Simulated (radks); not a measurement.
Tl+, configuration [Xe] 4f14 5d10 6d2 (not the ground configuration). Method: Dirac Kohn-Sham, exchange-only LDA, spin-unpolarised, spherical densities, finite nucleus; open shells fill j = l - 1/2 first; Fermi nuclear charge, rms radius 5.4759 fm; computed with a radial shooting solver on a logarithmic mesh with Libxc functionals.

Normalised radial functions P(r) = r R(r) (large component), r in bohr:

```
   r/bohr * 5p3/2, o 5d3/2, + 6p1/2 (the largest magnitude, 1.15, reaches the edge; | marks zero, & curves that meet)
 0.002251                             &
 0.002663                             &
 0.003125                             &
 0.003667                             &
 0.004304                             &*
  0.00505                             o&
 0.005927                             o&
 0.007011                             o&
 0.008228                             o+*
 0.009655                             o+*
  0.01133                             o+ *
   0.0133                             o+ *
   0.0156                             o + *
  0.01846                             |o+  *
  0.02166                             |o+   *
  0.02542                             |o+   *
  0.02983                             | &    *
    0.035                             | &    *
  0.04141                             | +o   *
  0.04859                             | + o *
  0.05702                             |+  *o
  0.06692                             + *   o
  0.07853                           *+|      o
  0.09216                        * +  |       o
    0.109                     *    +  |       o
   0.1279                   *      +  |     o
   0.1501                    *     +  |   o
   0.1762                       *    +|o
   0.2067                          o  *+
   0.2426                      o      |  +  *
    0.287                   o         |    +      *
   0.3368                  o          |    +         *
   0.3952                   o         |  +         *
   0.4638                        o    +    *
   0.5443                        *+   |o
   0.6439              *       +      |        o
   0.7556      *              +       |               o
   0.8867  *                    +     |                   o
    1.041   *                      +  |                      o
    1.221       *                     |  +                  o
    1.433             *               |       +           o
    1.695                   *         |            +  o
    1.989                       *     |           o   +
    2.334                          *  |       o       +
    2.739                            *|    o         +
    3.215                             *  o         +
    3.772                             *o        +
    4.463                             &     +
    5.237                             &   +
    6.146                             & +
    7.212                             &+
    8.463                             &
    9.932                             &
    11.75                             &
    13.79                             &
    16.18                             &
```

5p3/2: eigenvalue -86.081 eV, 3 radial nodes at r = 0.0730, 0.209, 0.508 bohr, <r> = 1.03 bohr, 90 % of the charge inside 1.50 bohr. 5d3/2: eigenvalue -31.991 eV, 2 radial nodes at r = 0.183, 0.527 bohr, <r> = 1.33 bohr, 90 % of the charge inside 2.01 bohr. 6p1/2 (empty): eigenvalue -14.310 eV, 4 radial nodes at r = 0.0643, 0.189, 0.454, 1.13 bohr, <r> = 2.69 bohr, 90 % of the charge inside 3.95 bohr.
